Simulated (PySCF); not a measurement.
Computed shifts of a molecule GeH8N2Si, PySCF with PBE/pcSseg-1, GIAO, gas phase, atoms alike by connectivity averaged where their shifts nearly agree, in ppm (number of nuclei): ¹⁵N: 8.3 (1), 6.2 (1). ²⁹Si: -40.8 (1). ¹H: 5.81 (1), 5.69 (1), 5.56 (1), 5.24 (1), 0.44 (1), 0.12 (1), 0.09 (1), -0.20 (1). References: ¹⁵N against NH3 (σ = 267.0 ppm); ²⁹Si against TMS (σ = 335.4 ppm); ⁷³Ge against GeH4 (σ = 1614.4 ppm); ¹H against TMS (σ = 31.49 ppm), references at their B3LYP-D3(BJ)/def2-TZVP geometries, non-relativistic. The structure is a stationary point at PBE-D3(BJ)/def2-SVP. One conformer was computed; it need not be the lowest.

Q: Pick the molecule that these values belong to.
(A) [NH2][GeH2][NH][SiH3]
(B) N[SiH](N)[GeH3]
(C) N[SiH2][GeH2][NH2]
(D) [NH2][GeH]([NH2])[SiH3]

A: C, N[SiH2][GeH2][NH2]
